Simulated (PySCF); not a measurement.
B3LYP on Os⁻ (osmium, charge -1), [Xe] 4f14 5d7 6s2, high-spin 4F determinant. All numbers are calculated (PySCF 2.14, a scalar-relativistic core potential, in aug-cc-pwCVTZ-PP with ECP60MDF).

```
cycle= 1 E= -90.8647002851339  delta_E= -0.019  |g|= 0.0192  |ddm|= 0.548
cycle= 2 E= -90.8653298709816  delta_E= -0.00063  |g|= 0.00661  |ddm|= 0.108
cycle= 3 E= -90.8653590442759  delta_E= -2.92e-05  |g|= 0.00713  |ddm|= 0.0263
cycle= 4 E= -90.8653858506923  delta_E= -2.68e-05  |g|= 0.002  |ddm|= 0.0159
cycle= 5 E= -90.8653891300536  delta_E= -3.28e-06  |g|= 0.000184  |ddm|= 0.00421
cycle= 6 E= -90.8653891769837  delta_E= -4.69e-08  |g|= 8.36e-06  |ddm|= 0.00104
cycle= 7 E= -90.8653891770839  delta_E= -1e-10  |g|= 6.68e-07  |ddm|= 4.81e-05
converged SCF energy = -90.8653891770839  <S^2> = 3.7762683  2S+1 = 4.0131127
```

Highest occupied orbital energy: 1.094 eV; ⟨L²⟩ = 12.03; populations by l: s 4.00, p 6.00, d 7.00, f 0.00.

(1) Can this result be used?

## Answers

(1) With care. The run converged. Energies and moments cover only the electrons outside the core potential. Spin-orbit coupling, absent here, splits the open shell strongly. At B3LYP the highest occupied level has a positive energy, so only the finite basis holds that electron; in a semilocal or global hybrid functional this comes from self-interaction and does not mean that the real anion is unbound.
